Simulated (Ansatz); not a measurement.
Ansatz (an electronic-structure program) input:
A basis named .json is the Basis Set Exchange file of that set.

Ansatz 0.2 input:
```yaml
crystal:
  periodic: [false, false, false]
  atoms:
    - {symbol: Si, position_ang: [-0.24507858, -0.01370956, -0.19547957]}
    - {symbol: Br, position_ang: [0.09214517, -1.75793710, 1.13531399]}
    - {symbol: Br, position_ang: [-0.01203455, 1.83282145, 1.01409672]}
    - {symbol: Br, position_ang: [1.19928679, -0.02780393, -1.85434430]}
    - {symbol: O, position_ang: [-1.71810254, -0.07854398, -0.85005228]}
    - {symbol: C, position_ang: [-2.95994866, -0.09072614, -0.14361848]}
    - {symbol: H, position_ang: [-3.75185067, -0.13881752, -0.88760820]}
    - {symbol: H, position_ang: [-3.01988068, -0.96288761, 0.50963224]}
    - {symbol: H, position_ang: [-3.07156556, 0.81853304, 0.44949483]}
basis:
  gaussian:
    orbitals: def2-QZVPPD.json
    fitting: {mean_field: def2-universal-jkfit, correlation: def2-QZVPPD-RIFIT.json}
total_charge: 1
magnetization: {spin_polarized: true, initial_magnetization: 1}
correlation: {method: mp2, electrons: outside_noble_gas}
```

Predict the final energy.

-8121.76481 Eh (RI-MP2/def2-QZVPPD). The basis has 598 functions.

This state (charge 1, doublet) is run at the relaxed geometry of the species with charge 0 and multiplicity 1.
